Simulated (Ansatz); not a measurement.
Ge(OMe)2 (C2H6GeO2), relaxed as a singlet with RKS PBE0-D4/def2-SVP in Ansatz, starting from the GFN2-xTB geometry. Force threshold 0.02 eV/Å.

Another isomer (singlet) lies 0.41 eV lower at PBE0-D4/def2-TZVP; other spin states weren't run for this one.

Start:

```xyz
11

C     1.704   -1.500   -0.202
C    -1.415    1.711    0.517
Ge   -1.146   -0.833   -1.256
O     0.452   -1.437   -0.837
O    -1.553    0.627   -0.367
H     1.723   -2.353    0.481
H     1.906   -0.588    0.366
H     2.485   -1.631   -0.955
H    -1.577    2.645   -0.028
H    -0.419    1.730    0.968
H    -2.161    1.630    1.312
```

**Question.** Estimate the energy that the relaxation releases and the steps that it takes.

**Answer.** 30.9 kJ/mol, in 20 steps; 29 s on 4 threads of Arm Neoverse V2 on a shared host. The force fell under the threshold at step 19, but the optimiser went on. No frequencies were taken in this run, so the end may be a saddle point.

**Question.** Does the start keep its bonding?

**Answer.** By distances, no bond broke or formed. The bond that changes most is Ge3–O5, from 1.76 to 1.79 Å (atoms count from 1).

**Question.** Predict the relaxed structure.

**Answer.** 
```
atom   x (Å)   y (Å)   z (Å)
  C1   1.386  -0.944  -0.247
  C2  -1.069   1.179   0.583
 Ge3  -1.339  -0.994  -1.421
  O4   0.328  -1.469  -0.991
  O5  -1.681   0.465  -0.449
  H6   1.306  -1.216   0.822
  H7   1.453   0.157  -0.311
  H8   2.336  -1.359  -0.623
  H9  -0.355   1.925   0.192
 H10  -0.526   0.530   1.293
 H11  -1.839   1.726   1.153
```
Bond lengths: 2 × Ge–O 1.79 Å; 2 × C–O 1.40 Å; 6 × C–H 1.10 to 1.11 Å.
